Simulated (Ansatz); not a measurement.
# Cost against result

Saddle point of SiH5SBrO, closed shell (SiH₄SO ([OH][SiH2][SH]) + HBr → SiH₃BrO ([OH][SiH2][Br]) + H₂S; bonds formed: Si1–Br7, S2–H6; bonds broken: Si1–S2, H6–Br7), PBE0-D4/def2-TZVP structure:

```tsv
atom	x (Å)	y (Å)	z (Å)
Si1	-0.2440	-0.7330	-0.3156
S2	0.6219	0.0825	1.7394
H3	-1.2007	-1.5335	0.5045
H4	0.7722	-1.6878	-0.7945
O5	-1.3419	0.0789	-1.2058
H6	1.2951	1.0622	1.0452
Br7	1.4846	1.1288	-1.2102
H8	-0.4540	0.8480	1.9997
H9	-0.9329	0.7540	-1.7628
```

Barriers are electronic and count from the start structure reached by relaxing down the imaginary mode.

Ansatz 0.2.0; basis: as named in each row; cores frozen in the correlated methods. Filled d shells of the heavier atoms are correlated. The def2 sets are not built for correlating such inner shells, so the correlated values are less sure here. B3LYP uses VWN-RPA correlation. Extrapolation: Hartree–Fock as exp(−7.88 √X), correlation as X^−2.97.

Times are rough, for one single point on 8 threads of a shared host (Arm Neoverse V1).

The estimate by CCSD(T) at an estimated basis limit (MP2 extrapolated from triple and quadruple zeta, plus CCSD(T) − MP2 in triple zeta) is 96.9 kJ/mol.

| method | basis | time (s) | barrier (kJ/mol) | method less estimate |
| --- | --- | --- | --- | --- |
| HF | STO-3G | under 1 | 179.9 | 83.0 |
| PBE-D4 | STO-3G | under 1 | 90.9 | -6.0 |
| SPW92 | def2-SVP | under 1 | 76.0 | -20.9 |
| PBE-D4 | def2-SVP | under 1 | 88.6 | -8.3 |
| B3LYP-D4 | 6-31G | under 1 | 112.8 | 15.9 |
| PBE0-D4 | def2-SVP | under 1 | 96.9 | 0.0 |
| SPW92 | def2-TZVPP | 2 | 67.8 | -29.2 |
| BLYP-D4 | def2-TZVPP | 2 | 90.0 | -6.9 |
| PBE-D4 | def2-TZVPP | 2 | 79.7 | -17.2 |
| B3LYP-D4 | def2-TZVPP | 3 | 95.6 | -1.3 |
| wB97M-V | def2-SVP | 3 | 100.9 | 4.0 |
| BHLYP-D4 | def2-TZVPP | 3 | 102.4 | 5.5 |
| CCSD(T) | def2-SVP | 4 | 115.8 | 18.9 |
| r2SCAN-D4 | def2-TZVPP | 4 | 86.7 | -10.2 |
| PBE0-D4 | def2-TZVPP | 4 | 87.3 | -9.7 |
| CAM-B3LYP-D4 | def2-TZVPP | 4 | 101.0 | 4.1 |
| RPA on PBE | def2-TZVPP | 4 | 103.9 | 7.0 |
| r2SCAN0-D4 | def2-TZVPP | 5 | 91.0 | -5.9 |
| PBE-QIDH | def2-TZVPP | 5 | 93.9 | -3.0 |
| B2PLYP | def2-TZVPP | 6 | 100.1 | 3.2 |
| B97M-V | def2-TZVPP | 6 | 99.0 | 2.1 |
| wB97X-V | def2-TZVPP | 8 | 97.1 | 0.2 |
| wB97M-V | def2-TZVPP | 8 | 91.8 | -5.1 |
| MP2 | def2-QZVPP | 25 | 96.0 | -0.9 |
| CCSD(T) | def2-TZVPP | 100 | 103.1 | 6.2 |

All methods are single points on the PBE0-D4 structures.

The T1 diagnostic stays at or below 0.011.

Labels in which every atom is bracketed show which atoms are joined, not bond orders.
